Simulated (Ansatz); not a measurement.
A nudged elastic band was laid between two geometries of CH3BN2 (7 atoms, charge 0, multiplicity 1).

Level of theory: RKS B3LYP-D4/def2-SVPD (Ansatz 0.2.0).

```json
{
 "movable images": "5",
 "climbing image": "yes",
 "spring": "5.0 eV/Å²",
 "optimiser": "quadratic models (default)",
 "start path": "IDPP",
 "force threshold": "0.05 eV/Å",
 "iteration limit": "60",
 "end points": "relaxed"
}
```

Initial state:

```xyz
7
Properties=species:S:1:pos:R:3
N -0.737 1.098 0.107
B -0.039 -0.093 -0.036
C 1.038 -1.081 -0.052
N -0.147 -1.491 -0.399
H -1.728 1.170 -0.082
H -0.308 1.961 0.405
H 1.983 -1.632 0.011
```

Final state:

```xyz
7
Properties=species:S:1:pos:R:3
N -0.738 1.098 0.107
B -0.038 -0.093 -0.037
C 1.038 -1.081 -0.052
N -0.146 -1.490 -0.401
H -0.310 1.961 0.408
H -1.728 1.170 -0.084
H 1.983 -1.632 0.013
```

Problem. What changes between the two ends?

Solution. No bond is made or broken. The dihedral H6–N1–B2–N4 goes from -180 to 0°. The two ends are copies of one structure, up to a mirror image or an exchange of like atoms.

Problem. Give the energies along the band, and the barrier.

Solution. The forces met the threshold. The highest image is number 3 of 0 to 6, 72.8 kJ/mol above the ends, which have the same energy within 2 meV. A vibrational analysis at the climbing image gives one clearly imaginary mode, 507i cm⁻¹: a first-order saddle point.

```tsv
image	path coordinate (Å)	energy (kJ/mol)	dihedral H6–N1–B2–N4 (°)
0	0.00	0.0	-180
1	0.47	17.4	-149
2	0.93	54.5	-106
3	1.40	72.8	-63
4	1.87	54.6	-29
5	2.34	17.5	-13
6	2.80	0.0	0
```

Problem. What is the geometry of the highest image?

Solution. 
```xyz
7
Properties=species:S:1:pos:R:3
N -0.683 1.162 0.307
B 0.032 -0.043 -0.019
C 0.985 -1.136 0.128
N 0.216 -1.127 -0.941
H -1.683 1.029 0.435
H -0.558 1.915 -0.365
H 1.752 -1.868 0.410
```

Problem. What are the harmonic wavenumbers there?

Solution. 507i, 357, 383, 591, 772, 858, 905, 980, 1205, 1435, 1547, 1670, 3114, 3528, 3603 cm⁻¹.

Run time: 78 s on 2 threads of Arm Neoverse V2, on a shared host, peak memory 0.17 GiB.
